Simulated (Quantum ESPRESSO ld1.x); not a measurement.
Problem. The mean radii <r> (bohr) of the occupied orbitals of an atom or ion are listed with their occupations. Method: non-relativistic Kohn-Sham, PBE, spin-unpolarised, spherical densities, point nucleus; computed with ld1.x of Quantum ESPRESSO 7.5.

| orbital | occ. | <r> |
|---|---|---|
| 1s | 2 | 0.05915 |
| 2s | 2 | 0.2700 |
| 2p | 6 | 0.2367 |
| 3s | 2 | 0.7930 |
| 3p | 6 | 0.8170 |
| 3d | 3 | 0.8716 |
| 4d | 1 | 2.746 |

Name the element and its charge.

Solution. Z = 26, iron, charge +4: Fe4+ in [Ar] 3d3 4d1. The 1s radius gives Z: for a bare nucleus <r> = 1.5/Z, 0.05769 bohr for Z = 26, and screening makes it slightly larger (0.05915 here). The occupations add up to 22, and the charge is Z minus that.
